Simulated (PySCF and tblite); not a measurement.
Molecule: C₃H₉BF₂O₂, numbered as in [BH3-:1][O+:2]([CH3:3])[CH2:4][O:5][CH:6]([F:7])[F:8]; H are named by their carrier, a and b as at the first point (Å):

```
B1      -1.527    0.071    1.291
O2      -0.599    0.136   -0.162
C3      -1.235   -0.740   -1.098
C4       0.662   -0.380    0.195
O5       1.565   -0.268   -0.882
C6       2.006    0.995   -1.134
F7       2.480    1.033   -2.382
F8       3.039    1.314   -0.319
H1a     -1.440   -1.053    1.659
H1b     -0.988    0.856    1.990
H1c     -2.603    0.395    0.934
H3a     -1.461   -1.700   -0.631
H3b     -0.584   -0.883   -1.963
H3c     -2.161   -0.259   -1.402
H4a      0.613   -1.448    0.427
H4b      1.011    0.181    1.067
H6       1.235    1.780   -1.018
```

The mean out-of-plane torsion at O2 (0° is planar) is held and the rest relaxed at GFN2-xTB. Energies: PBE0/pcSseg-1 + D3(BJ). Couplings: B3LYP/6-31G* with H pcJ-1 F pcJ-1 B pcJ-1, gas phase, for ¹H, ¹⁹F, ¹¹B. Programs: tblite and PySCF.

Q: How do the most sensitive couplings change along the out-of-plane angle?

A: 
```csv
out-of-plane angle °,"²J(F8,H6)","²J(F7,F8)","³J(B1,H4a)","²J(F7,H6)","²J(H4a,H4b)","⁴J(F7,H4a)","⁴J(F7,H4b)"
-39,89.9,137.9,0.5,72.6,-10.5,1.4,-1.9
-23,88.5,137.5,0.0,72.2,-10.4,1.3,-1.7
0,89.2,140.0,1.2,72.9,-10.9,1.1,-1.9
23,92.3,141.4,2.2,74.3,-11.4,0.8,-2.2
38,95.9,140.4,2.0,73.9,-11.5,0.7,-2.4
```
Values in Hz. Computed couplings to fluorine can be off by tens of per cent at such levels.
